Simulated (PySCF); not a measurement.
Compound: (Cl2In-mu-SeH)2.
Structure used (PBE0-D3(BJ)/def2-SVP), in Å, numbered top down from 1:
```xyz
10
Cl4H2In2Se2 angstrom
In     1.698   -0.441    0.435
Cl     2.988   -0.096   -1.487
Cl     2.476   -1.164    2.512
Se     0.325    1.827    0.819
In    -1.751    0.263    0.166
Cl    -3.049   -0.075    2.074
Cl    -2.513    0.986   -1.926
Se    -0.368   -1.984   -0.291
H      0.503    2.210   -0.594
H     -0.183   -1.604   -1.704
```

Method used: PBE0-D3(BJ)/def2-SVP geometry optimisation, gas phase, def2 core potentials past Kr (PySCF).

Masses are those of the commonest isotopes; rigid-rotor values at the optimised geometry. The values belong to one conformer.

Q: What are A, B and C (MHz)?

A: Ia = 1270.14, Ib = 2439.89, Ic = 2483.69 u·Å²; 505379 MHz·u·Å²/I gives A = 397.9, B = 207.1, C = 203.5 MHz.

Q: Classify the top.

A: A near-prolate asymmetric top: κ = (2 × 207.1 − 397.9 − 203.5)/(397.9 − 203.5) = -0.96.

Q: Is it planar, by Δ = Ic − Ia − Ib?

A: Not planar: Δ = Ic − Ia − Ib = -1226.34 u·Å². For a rigid frame Δ = −2 Σ m c², so Σ m c² = 613.17 u·Å² lies off the ab plane: 4.50 from hydrogen and 608.67 from heavier atoms. The atom farthest from that plane is 2.10 Å away.

Q: Which lines would a microwave search look for?

A: The dipole components are |μa| = 0.00 D, |μb| = 0.00 D, |μc| = 1.23 D; the symmetry axis of this C2v structure is c, so μa and μb vanish by symmetry and there are no a-type or b-type lines. Some lines, for components of 0.1 D or more:

| type | branch | J(Ka,Kc) | MHz | lower level (cm⁻¹) |
| --- | --- | --- | --- | --- |
| c | Q | 3(2,2) ← 3(1,2) | 567 | 0.089 |
| c | Q | 2(2,1) ← 2(1,1) | 572 | 0.048 |
| c | R | 1(1,0) ← 0(0,0) | 605 | 0.000 |
| c | Q | 3(3,1) ← 3(2,1) | 963 | 0.108 |
| c | R | 2(1,1) ← 1(0,1) | 1019 | 0.014 |
| c | R | 2(2,0) ← 1(1,0) | 1397 | 0.020 |
| c | R | 2(2,1) ← 1(1,1) | 1401 | 0.020 |
| c | R | 3(1,2) ← 2(0,2) | 1435 | 0.041 |
| c | R | 3(2,1) ← 2(1,1) | 1804 | 0.048 |
| c | R | 3(2,2) ← 2(1,2) | 1815 | 0.047 |
| c | R | 3(3,0) ← 2(2,0) | 2195 | 0.067 |
| c | R | 3(3,1) ← 2(2,1) | 2195 | 0.067 |

Q: Estimate the classical rotational partition function at 200 K, 298.15 K and 500 K.

A: Point group C2v, symmetry number σ = 2; q = (√π/σ)·√((kT/h)³/(ABC)), k/h = 20836.6 MHz/K: 1840000 at 200 K, 3350000 at 298.15 K, 7280000 at 500 K.

Atoms past krypton carry def2 core potentials. Not checked by PBE0-D3(BJ)/def2-SVP frequencies. Zero-point vibration and centrifugal distortion are left out. Quadrupole hyperfine structure (35Cl) is left out.
